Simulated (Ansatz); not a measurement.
SnH2Cl (SMILES [Cl][SnH2]): methods side by side

The species is SnH2Cl (4 atoms), meant as a doublet with charge 0. As SMILES, `[Cl][SnH2]`. Geometry: relaxed at PBE0-D4/def2-TZVP.

```xyz
4

Cl   -1.8826    0.3984   -0.5850
Sn    0.3800   -0.1796   -0.3971
H     0.4125   -1.5000    0.7096
H     1.1455    1.2210    0.2521
```

Each level gives the energy change with the Cl1–Sn2 bond stretched from 2.343 to 2.928 Å (eV). The values are calculated.

```csv
level,kind,program,value (eV),less FCI/STO-3G,CPU time (all runs)
UHF/STO-3G,Hartree–Fock,Ansatz,1.79,+0.23,1.9 s
USVWN5/STO-3G,LDA,Ansatz,1.54,-0.02,3.5 s
U-revPBE/STO-3G,GGA,Ansatz,1.30,-0.26,5.9 s
U-r2SCAN/STO-3G,meta-GGA,Ansatz,1.48,-0.08,17 s
UPBE0/STO-3G,global hybrid,Ansatz,1.55,-0.01,6.2 s
UCAM-B3LYP/STO-3G,range-separated hybrid,Ansatz,1.62,+0.06,7.1 s
UHSE06/STO-3G,range-separated hybrid,Ansatz,1.54,-0.02,7.2 s
RPA@PBE/STO-3G,RPA,Ansatz,1.34,-0.22,7 s
UBCCD(T)/STO-3G,coupled cluster or CI,Ansatz,1.56,0.00,2.2 s
FCI/STO-3G,exact in the basis,Ansatz,1.56,0.00,6.5 s
```

FCI/STO-3G is exact within its basis and frozen core, so for wave-function methods in that basis the difference is their error; functionals converge differently with the basis, so for them it is only a difference. All-electron rows without a relativistic Hamiltonian named are non-relativistic. The first shape isn't each level's own minimum. The values span 1.30 to 1.79 eV. All rows use very small basis sets, so even the best lies far from the true value. In the correlated wave-function rows the outer d shell of Sn is correlated, in sets not made for it. CPU times are rough (shared hosts, several kinds of processor): they show what a rung costs within a factor of a few.
